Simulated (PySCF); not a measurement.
Bond stretch in ZnH, doublet.

Levels of theory: UHF/def2-TZVP (PySCF); ROHF/def2-TZVP (PySCF); UKS-PBE = unrestricted PBE/def2-TZVP in PySCF.

Magnitude of the dipole moment (D; its direction can reverse along the curve, and a method can change to another solution) and Mulliken charge of the fragment that holds Zn1:

```
R / Å  μ UHF  q UHF  μ ROHF  q ROHF  μ UKS-PBE  q UKS-PBE
-----  -----  -----  ------  ------  ---------  ---------
1.21    0.21   0.18    0.20    0.18       0.37       0.04
1.31    0.00   0.16    0.02    0.17       0.21       0.03
1.38    0.16   0.16    0.19    0.17       0.09       0.03
1.45    0.33   0.16    0.36    0.17       0.04       0.04
1.53    0.54   0.16    0.58    0.17       0.19       0.05
1.58    0.67   0.17    0.73    0.18       0.28       0.05
1.62    0.77   0.17    0.85    0.18       0.36       0.06
1.66    0.87   0.17    0.97    0.19       0.43       0.06
1.72    1.02   0.17    1.15    0.19       0.54       0.07
1.78    1.15   0.17    1.34    0.20       0.64       0.08
1.86    1.30   0.17    1.60    0.20       0.76       0.08
1.99    1.40   0.15    2.01    0.21       0.92       0.09
2.20    1.18   0.10    2.55    0.22       1.01       0.08
2.43    0.74   0.05    0.04    0.00       0.89       0.06
2.67    0.36   0.02    0.10    0.00       0.60       0.03
2.88    0.16   0.01    0.10    0.00       0.31       0.01
3.20    0.02   0.00    0.07    0.00       0.04       0.00
3.52    0.01   0.00    0.05    0.00       0.03      -0.01
3.97    0.02   0.00    0.03    0.00       0.04       0.00
4.41    0.01   0.00    0.01    0.00       0.03       0.00
4.88    0.01   0.00    0.01    0.00       0.02       0.00
5.70    0.00   0.00    0.00    0.00       0.00       0.00
6.40    0.00   0.00    0.00    0.00       0.00       0.00
```

The unrestricted determinant behind UHF is spin-contaminated at 2.20 to 2.43 Å (<S²> up to 0.9, against 0.75 for a pure doublet).
